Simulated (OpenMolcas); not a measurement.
Xe4+: from RASSCF to RASPT2

| Quantity | Value |
| --- | --- |
| Program | OpenMolcas 26.06 |
| Basis | ANO-R3 [8s7p5d4f3g2h] |
| Scalar Hamiltonian | X2C, finite nucleus |
| Active space | 2 electrons in 9 orbitals (RAS2 5p; RAS3 5d 6s, at most 1 electron) |
| State averaging | 2S+1 = 3 even, 3 roots; 2S+1 = 1 even, 6 roots; 2S+1 = 3 odd, 18 roots; 2S+1 = 1 odd, 18 roots |
| Spin-orbit coupling | RASSI with atomic mean-field integrals over the reference wave functions, term energies averaged over their components |

Methods on the same reference wave functions:
A. RASSCF
B. SS-RASPT2, IPEA 0.25 Eh, imaginary shift 0.1 Eh (closed shells correlated: 4d 5s)
C. MS-RASPT2, IPEA 0.25 Eh, imaginary shift 0.1 Eh (closed shells correlated: 4d 5s)

Energies in cm⁻¹ above 5s² 5p² ³P₀, the measured ground level; measured values from Saloman, J. Phys. Chem. Ref. Data 33, 765 (2004).

```json
{"Level": "5s² 5p² ³P₀", "A": "0.0", "B": "0.0", "C": "0.0", "Measured": "0.0"}
{"Level": "5s² 5p² ³P₁", "A": "7505", "B": "7740", "C": "7740", "Measured": "9292"}
{"Level": "5s² 5p² ³P₂ [71 %]", "A": "12990", "B": "12390", "C": "12390", "Measured": "14127"}
{"Level": "5s² 5p² ¹D₂ [71 %]", "A": "27998", "B": "25650", "C": "25650", "Measured": "28411"}
{"Level": "5s² 5p² ¹S₀", "A": "47923", "B": "45180", "C": "45180", "Measured": "44470"}
{"Level": "5s² 5p 5d ³F°₃", "A": "157952", "B": "157440", "C": "157440", "Measured": "160630"}
{"Level": "5s² 5p 5d ³F°₄", "A": "165826", "B": "166950", "C": "166950", "Measured": "169799"}
{"Level": "5s² 5p 5d ³D°₁ [65 %]", "A": "171479", "B": "157830", "C": "157660", "Measured": ""}
{"Level": "5s² 5p 5d ³P°₀", "A": "180011", "B": "168410", "C": "168410", "Measured": ""}
{"Level": "5s² 5p 5d ³P°₁ [70 %]", "A": "180672", "B": "168400", "C": "168390", "Measured": ""}
{"Level": "5s² 5p 5d ³D°₃", "A": "180750", "B": "167990", "C": "167990", "Measured": ""}
{"Level": "5s² 5p 6s ³P°₀", "A": "196968", "B": "196310", "C": "196300", "Measured": "194033"}
{"Level": "5s² 5p 5d ¹P°₁ [52 %]", "A": "201958", "B": "183530", "C": "183260", "Measured": ""}
{"Level": "5s² 5p 5d ¹F°₃", "A": "204014", "B": "189850", "C": "189850", "Measured": "194138"}
{"Level": "5s² 5p 6s ³P°₂", "A": "209929", "B": "209270", "C": "209290", "Measured": "209069"}
{"Level": "5s² 5p 6s ¹P°₁", "A": "214866", "B": "211480", "C": "212420", "Measured": "213040"}
```

Deviations, from unrounded energies. A percentage is the sum of absolute deviations over the sum of measured energies, with the sign that they share, or ± where signs differ.

| Against measurement | Levels | A | B | C |
| --- | --- | --- | --- | --- |
| mean absolute deviation (cm-1) | 10 | 2900 | 2100 | 2000 |
| fine structure of the ground term (%) | 2 | -12.5 | -14.1 | -14.1 |
| other terms of the ground configuration (%) | 2 | ±5.3 | ±4.8 | ±4.8 |
| other configurations (%) | 6 | ±1.9 | ±1.3 | ±1.2 |

B, C lie about equally close to measurement and A furthest from it. The largest miss of C in the table is 5s² 5p 5d ¹F°₃, by -4300 cm-1. The ranking rests on the paired levels alone, and a cruder setting can come out closer through cancelling errors.

Between B and C the level of the table that moves most is 5s² 5p 6s ¹P°₁, by 940 cm-1 (lowest in B, highest in C). Moves below CASPT2's spread within the term are not significant.

The mean deviations of B to C differ by less than CASPT2's widest spread within a term (320 cm-1), so their order carries little weight.

From A to B the spin-free energies of the other terms of 5s² 5p² shown, above ³P, scale by factors of 0.74 to 0.90.

The lowest spin-free term lies below A's lowest term by 0.610 hartree in B, 0.610 hartree in C.

Term energies are means over components that CASPT2 splits; among the terms shown or strongly mixed into the levels shown the widest spread is 320 cm-1 (5s² 5p 5d ¹F°, C). Over all roots computed the reference weight is 0.82 to 0.93 in B, 0.82 to 0.93 in C; the roots of lowest weight are the least certain, and an intruder state may touch them. ANO sets are built for valence states and can reach diffuse excited orbitals poorly, and with the s shell closed the s pⁿ⁺¹ terms that mix with these levels are absent. With the s shell closed, the reference lacks s² → p² mixing. Computed and measured levels are paired by configuration, term and J; levels that our copy of the source lacks, or whose pairing is in doubt (as where it misses far off the trend of its configuration), stay unpaired and out of the deviations. Only configurations of the active space appear. The table leaves out levels that lie high or whose names do not pair safely across all columns.

A share in square brackets marks a mixed level and gives the weight of the term that names it, the lowest over the columns. ° marks odd parity.
